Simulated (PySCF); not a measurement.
AlBH$_{4}$N (calculated)

Computed with PySCF 2.14.0. Calculation on a computer-drawn molecule: the log of a Hartree-Fock and frozen-core CCSD(T) single point meant for a local Hartree-Fock minimum, with one planted fault or none, to be diagnosed. Offsets are logged minus clean, where the clean run is the same molecule without the fault. The reference is restricted for singlets and unrestricted otherwise, and also for a bond in bohr or an excited solution. Adding or removing an electron swaps singlet and doublet. The excited solution moves the top pair (singlet) or top alpha electron (doublet) to the lowest empty orbital. Highest occupied and lowest empty are orbital energies over both spins, largest force is the largest gradient component, triples share is (T) over the correlation energy, the T1 limit is 0.02 restricted and 0.045 unrestricted, electrons count all cores, a negative frequency is imaginary (commonest isotopes), and the dipole is about the centre of nuclear charge.

Common to all runs: meant charge 1; meant multiplicity 1; meant basis cc-pV(D+d)Z; logged basis functions 71; logged SCF converged yes; possible faults no fault, one electron removed, one electron added, multiplicity raised by two, geometry at a saddle point, SCF held on an excited solution, minimal basis STO-3G, one bond length entered in bohr, all coordinates scaled.

```json
{"entry": 1, "formula": "AlBH4N", "logged_structure": {"atoms_angstrom": [["N", -2.1393, 0.6045, -1.1516], ["B", -1.0188, 0.9278, -1.8624], ["Al", -0.1623, 4.7989, -2.9906], ["H", -2.3213, -0.3483, -0.8909], ["H", -2.85, 1.2326, -0.8358], ["H", -0.2083, 0.1256, -2.209], ["H", 0.2379, 6.228, -3.4563]]}, "given": {"logged_electrons": 28, "logged_spin_squared": 0.7767, "logged_highest_occupied [eV]": -12.257, "logged_lowest_empty [eV]": -5.8907, "logged_largest_force [hartree/bohr]": 0.019277, "logged_T1_diagnostic": 0.092297, "logged_D1_diagnostic": 0.4543, "logged_triples_share": 0.033693, "logged_CC_converged": "yes", "logged_dipole_magnitude [debye]": 5.1522, "logged_SCF_stable_within_its_kind": "yes", "logged_energy_HF [hartree]": -323.07003, "logged_energy_CCSD(T) [hartree]": -323.4037, "drawn_bonds_atom": [1, 2, 1, 1, 2, 3], "drawn_bonds_other_atom": [2, 3, 4, 5, 6, 7], "drawn_bonds_order": [1, 1, 1, 1, 1, 1]}, "results": {"planted_fault": "one bond length entered in bohr, row 2 of the drawn bonds", "HF_energy_offset_from_clean_run [kcal/mol]": 54.78, "CCSD(T)_energy_offset_from_clean_run [kcal/mol]": 61.2}, "notes": ["T1 above single-reference limit"]}
{"entry": 2, "formula": "AlBH4N", "logged_structure": {"atoms_angstrom": [["N", -2.1393, 0.6045, -1.1516], ["B", -1.0188, 0.9278, -1.8624], ["Al", -0.5656, 2.9763, -2.4594], ["H", -2.3213, -0.3483, -0.8909], ["H", -2.85, 1.2326, -0.8358], ["H", -0.2083, 0.1256, -2.209], ["H", -0.1654, 4.4054, -2.9252]]}, "given": {"logged_electrons": 28, "logged_spin_squared": 0.0, "logged_highest_occupied [eV]": -10.953, "logged_lowest_empty [eV]": -9.9693, "logged_largest_force [hartree/bohr]": 0.073656, "logged_CC_converged": "no", "logged_dipole_magnitude [debye]": 0.19961, "logged_SCF_stable_within_its_kind": "no", "logged_energy_HF [hartree]": -322.76332, "drawn_bonds_atom": [1, 2, 1, 1, 2, 3], "drawn_bonds_other_atom": [2, 3, 4, 5, 6, 7], "drawn_bonds_order": [1, 1, 1, 1, 1, 1]}, "results": {"planted_fault": "SCF held on an excited solution", "HF_energy_offset_from_clean_run [kcal/mol]": 247.2}, "notes": ["CCSD not converged"]}
{"entry": 3, "formula": "AlBH4N", "logged_structure": {"atoms_angstrom": [["N", -2.1393, 0.6045, -1.1516], ["B", -1.0188, 0.9278, -1.8624], ["Al", -0.5656, 2.9763, -2.4594], ["H", -2.3213, -0.3483, -0.8909], ["H", -2.85, 1.2326, -0.8358], ["H", -0.2083, 0.1256, -2.209], ["H", -0.1654, 4.4054, -2.9252]]}, "given": {"logged_electrons": 29, "logged_spin_squared": 0.7873, "logged_highest_occupied [eV]": -5.5897, "logged_lowest_empty [eV]": 0.98336, "logged_largest_force [hartree/bohr]": 0.031548, "logged_T1_diagnostic": 0.020895, "logged_D1_diagnostic": 0.06403, "logged_triples_share": 0.028983, "logged_CC_converged": "yes", "logged_dipole_magnitude [debye]": 2.5347, "logged_SCF_stable_within_its_kind": "yes", "logged_energy_HF [hartree]": -323.34525, "logged_energy_CCSD(T) [hartree]": -323.70117, "drawn_bonds_atom": [1, 2, 1, 1, 2, 3], "drawn_bonds_other_atom": [2, 3, 4, 5, 6, 7], "drawn_bonds_order": [1, 1, 1, 1, 1, 1]}, "results": {"planted_fault": "one electron added", "HF_energy_offset_from_clean_run [kcal/mol]": -117.9, "CCSD(T)_energy_offset_from_clean_run [kcal/mol]": -125.5}}
```
